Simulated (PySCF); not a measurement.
## Two-component Hartree-Fock for Sb⁴⁶⁺ (antimony, charge +46)

Start: [He] 2s2 2p1; 2p3/2 filled at m_j = +3/2. Calculated with PySCF 2.14 in an even-tempered Gaussian basis (17 s from 25 bohr⁻², ratio 2.4; 12 p from 33 bohr⁻², ratio 2.4; 5 d from 110 bohr⁻², ratio 2.6; 4 f from 160 bohr⁻², ratio 2.6): generalised Hartree-Fock with the X2C-1e Hamiltonian and a Gaussian nucleus; one run each with spin-orbit coupling (SO) screened by Boettger's factors, then bare. This is a chosen level, not necessarily the ground level.

| spinor shell | electrons | ε, screened SO (eV) | ε, bare SO (eV) | weight of nominal j (bare SO) | rms radius, bare SO (bohr) |
| --- | --- | --- | --- | --- | --- |
| 1s1/2 | 2 | -34880.6 | -34880.8 | 1.000 | 0.0323 |
| 2s1/2 | 2 | -8259.1 | -8259.1 | 1.000 | 0.126 |
| 2p3/2 | 1 | -7863.3 | -7859.8 | 1.000 | 0.111 |

```csv
quantity,screened SO,bare SO
E (hartree),-3582.09027,-3581.96277
M_J,3/2,3/2
⟨J²⟩,3.750,3.750
⟨L²⟩,2.000,2.000
⟨S²⟩,0.750,0.750
```

Each row is a mean over spinors that exchange with the open shell spreads, by up to 42.200 eV (2s1/2).

Breit and QED terms are absent; they matter most for the inner s and p1/2 levels.

Densities and radii are taken from the X2C orbitals without a picture-change correction, which distorts them close to the nucleus.
